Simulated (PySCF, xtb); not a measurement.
C₄H₁₀N, SMILES [CH2]CN(C)C, multiplicity 2. One conformer was computed; it need not be the lowest.

Harmonic wavenumbers (cm⁻¹) from GFN2-xTB (xtb) at its own minimum, in rising order: 117, 144, 216, 220, 283, 367, 409, 433, 483, 811, 882, 1004, 1038, 1052, 1079, 1124, 1148, 1172, 1257, 1267, 1325, 1381, 1408, 1422, 1438, 1484, 1489, 1494, 1497, 2728, 2799, 2828, 2839, 3008, 3012, 3016, 3023, 3147, 3195.

Q: What does PBE-D3(BJ)/def2-SVP run with PySCF give at its own minimum? (Estimate from the structure and the level; the computed values follow.)

A: 139, 225, 240, 255, 283, 346, 404, 466, 510, 776, 868, 981, 1036, 1050, 1076, 1094, 1126, 1156, 1264, 1273, 1323, 1369, 1379, 1380, 1396, 1399, 1421, 1426, 1437, 2785, 2821, 2835, 2866, 2995, 3001, 3051, 3059, 3081, 3201. Paired by order, the mean absolute difference is 28 cm⁻¹ and the zero-point energies are 81.5 and 81.2 kcal/mol.
